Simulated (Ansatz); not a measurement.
## Ansatz (development build ahead of 0.2.0) run

```yaml
crystal:
  periodic: [false, false, false]
  atoms:
    - { symbol: Be, position_ang: [0.0, 0.0, 0.0] }
    - { symbol: H, position_ang: [1.37371, 0.0, 1.15268] }
    - { symbol: H, position_ang: [-1.81771, 0.0, 1.52524] }
basis:
  gaussian: { orbitals: "6-31G" }
total_charge: -1
magnetization:
  initial_magnetization: 1
hamiltonian:
  xc: hf
correlation:
  method: fci
  frozen_orbitals: { Be: 0, H: 0 }
```

The input is written out in the form of the current development build from the run's settings.

The run gave:

| Item | Value |
| --- | --- |
| Converged | yes |
| Total energy | -15.68089 hartree |
| State | lowest doublet root, of any spatial symmetry |

Caution: no diffuse functions for an anion.
